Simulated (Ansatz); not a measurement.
Relaxation of F3GeH (5 atoms, charge 0, multiplicity 1), to a largest force component of 0.03 eV/Å in at most 50 steps.

All numbers below come from RKS PBE-D4/def2-SVP (Ansatz).

```xyz
5
Properties=species:S:1:pos:R:3:forces:R:3
Ge -0.782 -0.001 0.244 0.17 0.00 0.07
H 1.602 0.001 1.624 -0.03 0.00 0.36
F 2.034 0.000 0.799 -0.15 0.00 -0.36
F -0.830 1.334 -0.911 0.00 0.06 -0.04
F -0.831 -1.334 -0.912 0.00 -0.06 -0.04
```

Problem. Where does it end, and by what steps?

Solution. It converged. The force dipped under the threshold on the way, but the program's further checks kept it going. After 30 steps the energy has fallen by 0.464 eV; H2 moved furthest, 1.22 Å.

| step | energy less start (eV) | largest force component (eV/Å) | accepted |
| --- | --- | --- | --- |
| 0 | 0.0000 | 0.362 | yes |
| 2 | -0.0360 | 1.555 | yes |
| 4 | -0.0937 | 0.280 | yes |
| 6 | -0.0991 | 0.018 | yes |
| 8 | -0.0994 | 0.014 | yes |
| 10 | -0.0996 | 0.147 | yes |
| 12 | -0.0994 | 0.516 | no |
| 14 | -0.0955 | 0.854 | no |
| 16 | -0.1037 | 0.282 | yes |
| 18 | -0.1185 | 0.265 | yes |
| 20 | -0.1297 | 0.216 | yes |
| 22 | -0.1653 | 0.424 | yes |
| 24 | -0.2296 | 2.216 | yes |
| 26 | -0.4251 | 0.592 | yes |
| 28 | -0.4613 | 0.139 | yes |
| 30 | -0.4637 | 0.029 | yes |

```xyz
5
Properties=species:S:1:pos:R:3
Ge -0.894 -0.226 0.368
H 1.228 0.513 0.577
F 1.285 -0.295 1.129
F 0.086 1.249 -0.202
F -0.511 -1.242 -1.027
```

Run time: 34 s on 1 thread of Intel(R) Xeon(R) Platinum 8488C (Sapphire Rapids) (shared host), peak memory 0.16 GiB.
